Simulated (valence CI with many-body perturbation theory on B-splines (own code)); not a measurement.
The numbers below are computed, except where a source is named.
## Sensitivity of CI+MBPT for Kr⁵⁺

Method: configuration interaction combined with many-body perturbation theory (CI+MBPT): three valence electrons over a frozen Dirac-Fock core [Ar] 3d10, radial functions for each j: 6 s, 6 p, 5 d, 3 f, 1 g, with the one-electron correlation potential Σ1 (screened to all orders), the two-electron term Σ2, the three-electron term Σ3, Breit, model QED; selected single and double excitations, second order for the rest, scaled by the run's own slope (own B-spline code, finite nucleus).

Set against measurement, 19 paired levels are off by 179 cm⁻¹ on average, the worst by 363. These come from a selection out of Saloman, J. Phys. Chem. Ref. Data 36, 215 (2007). Levels without a partner in it may be off by more.

The reference run has the lowest level 4s2 4p 2P°_1/2 and an ionisation energy of 78.4049 eV. Its largest variational space holds 4194 state functions.

Reference levels: 4s2 4p 2P°_3/2 8100, 4s 4p2 4P_1/2 107524, 4s 4p2 4P_3/2 110874, 4s 4p2 4P_5/2 115164, 4s 4p2 2D_3/2 141545, 4s 4p2 2D_5/2 142597, 4s 4p2 2S_1/2 170198, 4s 4p2 2P_1/2 180515, 4s 4p2 2P_3/2 184015, 4s2 4d 2D_3/2 222259, 4s2 4d 2D_5/2 223181, 4s2 5s 2S_1/2 275424 cm⁻¹.

Question: Rank these changes by the mean size of the shift of these levels, smallest first.
A. hole-hole ladder in Σ2 on → off
B. screening of Σ1 on → off
C. correlating orbitals by l 3 3 3 2 1 → 4 4 0 0 0
D. highest l in the core sums 6 → 2

Answer: A (18 cm⁻¹), B (260 cm⁻¹), C (1000 cm⁻¹), D (1600 cm⁻¹).
